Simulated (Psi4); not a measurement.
C$_{5}$H$_{9}$O (SMILES [CH2]CCC(C)=O), doublet, geometry from GFN2-xTB, atoms displaced at random by about 0.08 Å a coordinate; TPSS/STO-3G, gradient run with Psi4.

Psi4 was given this input:
```
memory 2 GB

molecule mol {
0 2
  C     2.607327   -0.634828   -0.134289
  C     1.221860   -0.029232   -0.501175
  C     0.447891   -0.249441    0.672642
  C    -1.041864    0.356366    0.252547
  C    -1.993962   -0.684159   -0.380987
  O    -1.336239    1.402576    0.385654
  H     3.388039    0.089479    0.533198
  H     2.841928   -1.548005   -0.355612
  H     0.910844   -0.742842   -1.557422
  H     1.339808    1.065179   -0.733608
  H     0.352279   -1.317990    0.917122
  H     0.712449    0.383614    1.634268
  H    -2.745431   -0.230320   -0.731916
  H    -1.380243   -1.326000   -1.133053
  H    -2.395290   -1.421190    0.521776
symmetry c1
no_reorient
no_com
}

set basis sto-3g
set reference uks

gradient('tpss')
print_variables()
```

What the program printed (banner, timings and long lists left out):

```
gradient() will perform analytic gradient computation.

   => Loading Basis Set <=

    Name: STO-3G
    Role: ORBITAL
    Keyword: BASIS

         ---------------------------------------------------------
                                   SCF
               by Justin Turney, Rob Parrish, Andy Simmonett
                          and Daniel G. A. Smith
                              UKS Reference
         ---------------------------------------------------------

  ==> Geometry <==

    Molecular point group: c1
    Full point group: C1

    Geometry (in Angstrom), charge = 0, multiplicity = 2:

       Center              X                  Y                   Z               Mass
    ------------   -----------------  -----------------  -----------------  -----------------
         C            2.607327000000    -0.634828000000    -0.134289000000    12.000000000000
         C            1.221860000000    -0.029232000000    -0.501175000000    12.000000000000
         C            0.447891000000    -0.249441000000     0.672642000000    12.000000000000
         C           -1.041864000000     0.356366000000     0.252547000000    12.000000000000
         C           -1.993962000000    -0.684159000000    -0.380987000000    12.000000000000
         O           -1.336239000000     1.402576000000     0.385654000000    15.994914619570
         H            3.388039000000     0.089479000000     0.533198000000     1.007825032230
         H            2.841928000000    -1.548005000000    -0.355612000000     1.007825032230
         H            0.910844000000    -0.742842000000    -1.557422000000     1.007825032230
         H            1.339808000000     1.065179000000    -0.733608000000     1.007825032230
         H            0.352279000000    -1.317990000000     0.917122000000     1.007825032230
         H            0.712449000000     0.383614000000     1.634268000000     1.007825032230
         H           -2.745431000000    -0.230320000000    -0.731916000000     1.007825032230
         H           -1.380243000000    -1.326000000000    -1.133053000000     1.007825032230
         H           -2.395290000000    -1.421190000000     0.521776000000     1.007825032230

  Running in c1 symmetry.

  Rotational constants: A =      0.24595  B =      0.06607  C =      0.05840 [cm^-1]
  Rotational constants: A =   7373.39293  B =   1980.81318  C =   1750.86340 [MHz]
  Nuclear repulsion =  228.939420899429081

  Charge       = 0
  Multiplicity = 2
  Electrons    = 47
  Nalpha       = 24
  Nbeta        = 23

  ==> Algorithm <==

  SCF Algorithm Type is DF.
  DIIS enabled.
  MOM disabled.
  Fractional occupation disabled.
  Guess Type is SAD.
  Energy threshold   = 1.00e-08
  Density threshold  = 1.00e-08
  Integral threshold = 1.00e-12

  ==> Primary Basis <==

  Basis Set: STO-3G
    Blend: STO-3G
    Number of shells: 27
    Number of basis functions: 39
    Number of Cartesian functions: 39
    Spherical Harmonics?: true
    Max angular momentum: 1

  ==> DFT Potential <==

   => LibXC <=

    Version 7.1.2
    S. Lehtola, C. Steigemann, M. J. T. Oliveira, and M. A. L. Marques,  SoftwareX 7, 1–5 (2018) (10.1016/j.softx.2017.11.002)

   => Composite Functional: TPSS <=

    TPSS Meta-GGA XC Functional

    J. Tao, et al., Phys. Rev. Lett., 91, 146401, 2003

    Deriv               =              1
    GGA                 =           TRUE
    Meta                =           TRUE

    Exchange Hybrid     =          FALSE
    MP2 Hybrid          =          FALSE

   => Exchange Functionals <=

    1.0000   XC_MGGA_X_TPSS

   => Correlation Functionals <=

    1.0000   XC_MGGA_C_TPSS

   => LibXC Density Thresholds  <==

    XC_MGGA_C_TPSS:  1.00E-15
    XC_MGGA_X_TPSS:  1.00E-15

   => Molecular Quadrature <=

    Radial Scheme          =       TREUTLER
    Pruning Scheme         =           NONE
    Nuclear Scheme         =       TREUTLER

    Blocking Scheme        =         OCTREE
    BS radius alpha        =              1
    Pruning alpha          =              1
    Radial Points          =             75
    Spherical Points       =            302
    Total Points           =         316648
    Total Blocks           =           2391
    Max Points             =            256
    Max Functions          =             37
    Weights Tolerance      =       1.00E-15

   => Loading Basis Set <=

    Name: (STO-3G AUX)
    Role: JKFIT
    Keyword: DF_BASIS_SCF

  ==> Integral Setup <==

  SCF_SUBTYPE=INCORE selected. In-core MEM_DF algorithm will be used.
  Using in-core AOs.

  ==> MemDFJK: Density-Fitted J/K Matrices <==

    J tasked:                   Yes
    K tasked:                    No
    wK tasked:                   No
    Algorithm:                 Core
    Schwarz Cutoff:           1E-12
    Mask sparsity (%):       1.3149
    Fitting Condition:        1E-10

   => Auxiliary Basis Set <=

  Basis Set: (STO-3G AUX)
    Blend: DEF2-UNIVERSAL-JKFIT
    Number of shells: 204
    Number of basis functions: 614
    Number of Cartesian functions: 718
    Spherical Harmonics?: true
    Max angular momentum: 4

  Minimum eigenvalue in the overlap matrix is 1.7263677187E-01.
  Reciprocal condition number of the overlap matrix is 7.0049455755E-02.
    Using symmetric orthogonalization.

  ==> Pre-Iterations <==

  SCF Guess: Superposition of Atomic Densities via on-the-fly atomic UHF (no occupation information).

   -------------------------
    Irrep   Nso     Nmo
   -------------------------
     A         39      39
   -------------------------
    Total      39      39
   -------------------------

  ==> Iterations <==

                           Total Energy        Delta E     RMS |[F,P]|

   @DF-UKS iter SAD:  -265.01999159730656   -2.65020e+02   0.00000e+00
   @DF-UKS iter   1:  -267.55791035569735   -2.53792e+00   7.31345e-03 DIIS/ADIIS
   @DF-UKS iter   2:  -267.41631838835781    1.41592e-01   1.58348e-02 DIIS/ADIIS
[...]
  @DF-UKS Final Energy:  -267.61097605002220
    Total Energy =                       -267.6109760500222023
[...]
 Dipole X            :          0.3895814           -0.4119924           -0.0224110
 Dipole Y            :          1.9560089           -2.4098373           -0.4538284
 Dipole Z            :         -3.1221698            3.0848135           -0.0373563
 Magnitude           :                                                    0.4559145

 ------------------------------------------------------------------------------------

         ------------------------------------------------------------
                                   SCF GRAD
                          Rob Parrish, Justin Turney,
                       Andy Simmonett, and Alex Sokolov
         ------------------------------------------------------------

  ==> Geometry <==

    Molecular point group: c1
    Full point group: C1

    Geometry (in Angstrom), charge = 0, multiplicity = 2:

       Center              X                  Y                   Z               Mass
    ------------   -----------------  -----------------  -----------------  -----------------
         C            2.607327000000    -0.634828000000    -0.134289000000    12.000000000000
         C            1.221860000000    -0.029232000000    -0.501175000000    12.000000000000
         C            0.447891000000    -0.249441000000     0.672642000000    12.000000000000
         C           -1.041864000000     0.356366000000     0.252547000000    12.000000000000
         C           -1.993962000000    -0.684159000000    -0.380987000000    12.000000000000
         O           -1.336239000000     1.402576000000     0.385654000000    15.994914619570
         H            3.388039000000     0.089479000000     0.533198000000     1.007825032230
         H            2.841928000000    -1.548005000000    -0.355612000000     1.007825032230
         H            0.910844000000    -0.742842000000    -1.557422000000     1.007825032230
         H            1.339808000000     1.065179000000    -0.733608000000     1.007825032230
         H            0.352279000000    -1.317990000000     0.917122000000     1.007825032230
         H            0.712449000000     0.383614000000     1.634268000000     1.007825032230
         H           -2.745431000000    -0.230320000000    -0.731916000000     1.007825032230
         H           -1.380243000000    -1.326000000000    -1.133053000000     1.007825032230
         H           -2.395290000000    -1.421190000000     0.521776000000     1.007825032230

  Nuclear repulsion =  228.939420899429081

  ==> Basis Set <==

  Basis Set: STO-3G
    Blend: STO-3G
    Number of shells: 27
    Number of basis functions: 39
    Number of Cartesian functions: 39
    Spherical Harmonics?: true
    Max angular momentum: 1

  ==> DFJKGrad: Density-Fitted SCF Gradients <==

    Gradient:                    1
    J tasked:                  Yes
    K tasked:                   No
    wK tasked:                  No
    Integrals threads:           1
    Schwarz Cutoff:          1E-12
    Fitting Condition:       1E-10

   => Auxiliary Basis Set <=

  Basis Set: (STO-3G AUX)
    Blend: DEF2-UNIVERSAL-JKFIT
    Number of shells: 204
    Number of basis functions: 614
    Number of Cartesian functions: 718
    Spherical Harmonics?: true
    Max angular momentum: 4

  ==> DFT Potential <==

   => LibXC <=

    Version 7.1.2
    S. Lehtola, C. Steigemann, M. J. T. Oliveira, and M. A. L. Marques,  SoftwareX 7, 1–5 (2018) (10.1016/j.softx.2017.11.002)

   => Composite Functional: TPSS <=

    TPSS Meta-GGA XC Functional

    J. Tao, et al., Phys. Rev. Lett., 91, 146401, 2003

    Deriv               =              1
    GGA                 =           TRUE
    Meta                =           TRUE

    Exchange Hybrid     =          FALSE
    MP2 Hybrid          =          FALSE

   => Exchange Functionals <=

    1.0000   XC_MGGA_X_TPSS

   => Correlation Functionals <=

    1.0000   XC_MGGA_C_TPSS

   => LibXC Density Thresholds  <==

    XC_MGGA_C_TPSS:  1.00E-15
    XC_MGGA_X_TPSS:  1.00E-15

   => Molecular Quadrature <=

    Radial Scheme          =       TREUTLER
    Pruning Scheme         =           NONE
    Nuclear Scheme         =       TREUTLER

    Blocking Scheme        =         OCTREE
    BS radius alpha        =              1
    Pruning alpha          =              1
    Radial Points          =             75
    Spherical Points       =            302
    Total Points           =         316648
    Total Blocks           =           2391
    Max Points             =            256
    Max Functions          =             37
    Weights Tolerance      =       1.00E-15

  -Total Gradient:
     Atom            X                  Y                   Z
    ------   -----------------  -----------------  -----------------
       1       -0.018671527018    -0.203868928699    -0.066214289234
       2       -0.093602151123     0.040865049410     0.127444231892
       3        0.100594991918    -0.022085101367    -0.093999864898
       4       -0.116620009459     0.398568547735     0.029875520747
       5       -0.142769959736     0.169842860181    -0.096924908998
       6        0.106339480092    -0.417248976720    -0.055465029839
       7        0.049284343383     0.053082297935     0.043848910667
       8       -0.037891131563     0.139460708747     0.030879634998
       9       -0.005445027437    -0.057568414231    -0.072855592085
      10        0.005624395361     0.012816835728     0.006704027042
      11        0.000535866007     0.002301863858    -0.005721890140
      12       -0.002972844446     0.027264280962     0.041050582901
      13        0.149942521852    -0.084959019220     0.081043085594
      14        0.030453263561    -0.020169472914    -0.022355374479
      15       -0.024769296146    -0.038394786362     0.052682257895

  Variable Map:
  ----------------------------------------------------------------------------
[...]
  Array Variable Map:
  ----------------------------------------------------------------------------
[...]
[...]
```
